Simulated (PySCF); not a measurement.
Gas-phase equilibrium of 1 mol AsH₃, 0.2 mol H₂ at 1000 K and 0.00100 bar, among 7 species (As, AsH₃, As₂, H, H₂, As₄, AsH₂). Only gases are allowed; each row takes one source of thermochemistry for all species, and Cantera finds the minimum.

Energies from PySCF, thermal terms from the rigid-rotor harmonic-oscillator model, ideal gas at 1 bar. † marks an energy on the PBE0/def2-TZVP geometry and frequencies; other levels use their own. MP2 freezes the core. Open shells (unrestricted) among the columns below: As (multiplicity 4), H (multiplicity 2), AsH₂ (multiplicity 2); the rest are closed-shell singlets. As: all electrons, no relativistic terms. AsH₂: computed as isolated molecules; such fragments, hydroxides, amides, oligomers or adducts are transient or little studied in the gas. MP2 isn't extrapolated to the basis-set limit. The harmonic model lacks anharmonicity and excited electronic states, which grow with temperature; levels with a mode under 35 cm⁻¹ are left out.

Molecules larger than those listed are left out.

With HF/def2-TZVP† thermochemistry: H₂ 0.63, As 0.37, As₄ <1e-12, As₂ 1.0e-7, H 4.3e-5, AsH₂ 9.3e-7, AsH₃ 2.1e-9.

### Question
How far does the composition move with the other sources (MP2/def2-TZVPP†, PBE/def2-TZVP†, PBE0/def2-TZVP, r2SCAN/def2-TZVP†, LDA/def2-TZVP†)?

### Answer
| thermochemistry | x H₂ | x As | x As₄ | x As₂ | x H | x AsH₂ | x AsH₃ |
|---|---|---|---|---|---|---|---|
| HF/def2-TZVP† | 0.63 | 0.37 | <1e-12 | 1.0e-7 | 4.3e-5 | 9.3e-7 | 2.1e-9 |
| MP2/def2-TZVPP† | 0.87 | 7.1e-7 | 0.12 | 0.0083 | 3.2e-7 | 9.0e-9 | 6.2e-9 |
| PBE/def2-TZVP† | 0.87 | 4.1e-8 | 0.12 | 0.0091 | 2.4e-7 | 8.5e-8 | 6.0e-8 |
| PBE0/def2-TZVP | 0.87 | 4.6e-7 | 0.13 | 0.0030 | 2.6e-7 | 3.5e-7 | 1.9e-7 |
| r2SCAN/def2-TZVP† | 0.87 | 2.3e-7 | 0.13 | 0.0055 | 1.2e-7 | 2.4e-7 | 8.5e-8 |
| LDA/def2-TZVP† | 0.87 | 1.7e-11 | 0.13 | 0.00033 | 2.9e-8 | 2.5e-8 | 6.8e-7 |
The most sensitive of these is As₄: it spans a factor of 10^11.1 over these rows; at this temperature one factor of ten is RT ln 10 = 19 kJ/mol.
